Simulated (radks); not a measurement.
Problem. All-electron atom: Rh2+ in [Kr] 4d7. All-electron calculation, Dirac Kohn-Sham, SOGGA, spin-unpolarised, spherical densities, finite nucleus; open shells are shared between the two j in proportion to 2j + 1; Fermi nuclear charge, rms radius 4.4945 fm. Program: a radial shooting solver on a logarithmic mesh with Libxc functionals. Some entries of the table are withheld. Estimate them.

orbital  occ.  eigenvalue (hartree)  <r> (bohr)  <1/r> (bohr^-1)
1s1/2       2             -846.4403     0.03264            47.03
2s1/2       2             -123.3509      0.1416            10.78
2p1/2       2             -114.2868      0.1203            10.77
2p3/2       4             -108.9769      0.1252            10.17
3s1/2       2                   (1)      0.3907            3.741
3p1/2       2             -19.11999      0.3832            3.645
3p3/2       4             -18.20631      0.3940            3.501
3d3/2       4             -11.91641      0.3684            3.330
3d5/2       6             -11.73616      0.3719            3.292
4s1/2       2              -3.79241      0.9779            1.411
4p1/2       2              -2.71084         (2)            1.291
4p3/2       4              -2.56569         (3)            1.247
4d3/2     2.8              -0.95156       1.434           0.9319
4d5/2     4.2              -0.93514       1.450           0.9208

Solution. 
(1) 3s1/2 eigenvalue (hartree): -22.66866
(2) 4p1/2 <r> (bohr): 1.055
(3) 4p3/2 <r> (bohr): 1.085
